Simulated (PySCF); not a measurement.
A calculated (MN15, PySCF 2.14, def2-TZVP, the non-relativistic Hamiltonian (point nucleus)) atom or ion has these occupied shells.

| shell | electrons | orbital energy (eV) | rms radius, mean of both spins (bohr) |
| --- | --- | --- | --- |
| 1s α | 1 | -13074.3 | 0.0506 |
| 1s β | 1 | -13074.2 | 0.0506 |
| 2s α | 1 | -1679.5 | 0.211 |
| 2s β | 1 | -1679.2 | 0.211 |
| 2p α | 3 | -1533.8 | 0.184 |
| 2p β | 3 | -1533.7 | 0.184 |
| 3s α | 1 | -237.73 | 0.612 |
| 3s β | 1 | -237.72 | 0.612 |
| 3p α | 3 | -185.88 | 0.618 |
| 3p β | 3 | -185.80 | 0.618 |
| 3d α | 5 | -84.993 | 0.653 |
| 3d β | 5 | -84.912 | 0.653 |
| 4s α | 1 | -33.228 | 1.80 |
| 4s β | 1 | -30.364 | 1.80 |
| 4p α | 3 | -20.485 | 2.10 |
| 4p β | 1 | -18.681 | 2.10 |

Problem. Name the element and its charge.

Solution. Br⁺ (bromine, charge +1), in [Ar] 3d10 4s2 4p4, high-spin 3P determinant.
